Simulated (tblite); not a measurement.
C9H10S.
Z-matrix (Å and degrees, GFN2-xTB geometry), rows numbered from 1:
```
C 
C   1  1.4962
S   2  1.6364  1  118.58
C   2  1.4569  1  118.05  3   176.90
C   4  1.4025  2  117.69  1   -33.21
C   5  1.3778  4  121.68  2  -177.99
C   6  1.3855  5  119.57  4    -1.39
C   7  1.3813  6  119.45  5     0.22
C   8  1.3901  7  122.10  6     0.90
C   9  1.4947  4  123.22  2    -2.48
H   1  1.0874  2  109.66  3    23.97
H   1  1.0886  2  111.41  3   145.80
H   1  1.0914  2  110.03  3   -93.99
H   5  1.0788  4  119.38  2    -0.34
H   6  1.0797  5  119.96  4   178.84
H   7  1.0798  6  120.38  5  -179.53
H   8  1.0806  7  119.32  6  -179.35
H  10  1.0893  9  110.04  4    81.13
H  10  1.0878  9  110.23  4  -159.35
H  10  1.0880  9  111.66  4   -37.95
```

Level: GFN2-xTB in tblite, geometry and Hessian alike; calculated harmonic values, unscaled, isolated species. The method is semi-empirical: single wavenumbers can be off by several per cent or more. One conformer, not necessarily the lowest.

Harmonic wavenumbers (cm⁻¹): 43.6, 98.2, 160.2, 197.7, 203.0, 206.0, 294.7, 322.8, 373.9, 422.1, 452.7, 508.6, 532.4, 550.2, 679.8, 688.1, 768.7, 812.4, 878.5, 916.1, 920.3, 928.3, 976.1, 1010.5, 1022.2, 1054.9, 1110.3, 1147.2, 1185.1, 1201.6, 1232.9, 1271.3, 1285.8, 1321.9, 1381.9, 1403.3, 1424.2, 1459.0, 1466.0, 1468.2, 1473.4, 1482.5, 1562.9, 1593.0, 2981.1, 3011.3, 3019.3, 3031.7, 3034.4, 3045.0, 3075.4, 3082.4, 3092.6, 3103.3.

A = 1995, B = 916.3, C = 667.7 MHz; mass 150.050 u (most abundant isotopes); point group C1, symmetry number 1.

Task: What is the zero-point energy?

Result: Half the sum of the wavenumbers: 34985 cm⁻¹ = 100.03 kcal/mol.

Task: Give the ideal-gas entropy at 298.15 K and 1 bar in the rigid-rotor, harmonic-oscillator model (classical rotation).

Result: Translation 40.95, rotation 29.96, vibration 27.13: S = 98.0 cal/(mol K).

Task: And Cp and H(298.15 K) − H(0)?

Result: Cp = 39.31 cal/(mol K), of which vibrations give 31.36 (their classical limit is 54 R = 107.3); H(298.15 K) − H(0) = 6.85 kcal/mol without the zero-point energy, 4.48 from vibrations.

Task: Which modes carry the vibrational entropy at 298.15 K?

Result: 43.6 cm⁻¹: 5.09; 98.2 cm⁻¹: 3.49; 160.2 cm⁻¹: 2.55; 197.7 cm⁻¹: 2.15; 203.0 cm⁻¹: 2.11; 206.0 cm⁻¹: 2.08 cal/(mol K); the other 48 give 9.67 together.

Task: Blend soft modes into free rotors: weight 1/[1 + (100 cm⁻¹/ν̃)⁴] for the oscillator and the rest for a rotor with moment μB/(μ + B), μ = h/(8π²ν), B = 10⁻⁴⁴ kg m². What vibrational entropy results?

Result: 25.46 cal/(mol K) in place of 27.13, which changes −T·S at 298.15 K by +0.50 kcal/mol.

Hindered rotation and anharmonicity are outside this model. Other conformers, if any are populated, would add a mixing term that is left out. The structure is chiral; the term R ln 2 for an equal mix with its mirror image is left out.

Hardware: one thread, Arm Neoverse V1, no GPU, shared host. The figure is for the frequency step alone.
